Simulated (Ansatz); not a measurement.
`CO[CH2][GaH2]` + HCl → `[Cl][GaH2]` + dimethyl ether at 700 K and 1 bar (ligand exchange at a Ga–C bond).

Calculated with Ansatz (gas phase, PBE0-D4/def2-TZVP geometries, no zero-point term in ΔE). CBS: MP2 limit from def2 TZ/QZ plus the TZ coupled-cluster correction, frozen cores. This one scheme is used for every species. For Ga outer-core shells are correlated without core-valence functions, which leaves a few kJ/mol of doubt a bond. Scalar relativity is left out up to krypton. One conformer a species, not always the lowest.

| species | CCSD(T)/CBS energy (Eh) | H − E (kJ/mol) | S (J/(mol·K)) |
| --- | --- | --- | --- |
| `CO[CH2][GaH2]` | -2079.37706 | 290.9 | 466.6 |
| HCl | -460.38127 | 38.4 | 211.8 |
| `[Cl][GaH2]` | -2384.95520 | 74.2 | 315.7 |
| `COC` | -154.86276 | 259.9 | 338.3 |

H − E and S are ideal-gas, rigid-rotor, harmonic terms from PBE0-D4/def2-TZVP, for one conformer and one mirror image of each species. 1 Eh = 2625.50 kJ/mol, R = 8.31446 J/(mol·K).

Problem. By hand: ΔE, ΔH, ΔS and ΔG.

Solution. ΔE = (-2384.95520) + (-154.86276) − (-2079.37706) − (-460.38127) = -0.05963 Eh = -156.6 kJ/mol. Δ(H − E) = 74.2 + 259.9 − 290.9 − 38.4 = 4.8, so ΔH = -151.8 kJ/mol. ΔS = 315.7 + 338.3 − 466.6 − 211.8 = -24.4 J/(mol·K). ΔG = -151.8 − 700 × (-24.4)/1000 = -134.7 kJ/mol.

Problem. By hand: the equilibrium constant, and the temperature at which ΔG would vanish if ΔH and ΔS stayed fixed.

Solution. log₁₀ K = −ΔG/(RT ln 10) = 10.1. ΔG = 0 at ΔH/ΔS = 6221 K, far beyond where these terms or the molecules hold.

ΔH outweighs TΔS. A doubt of 5 kJ/mol in ΔE shifts log₁₀ K by 0.4 here. Other conformers and mirror images would add mixing entropy, several J/(mol·K) or more a flexible species. Modes under 60 cm⁻¹, often nearly free rotors, make the harmonic entropy too high. These are equilibria of isolated gas molecules and say nothing of rates. Largest T1 diagnostic: 0.012 (customary marks: 0.02 for closed shells, 0.045 for open ones).
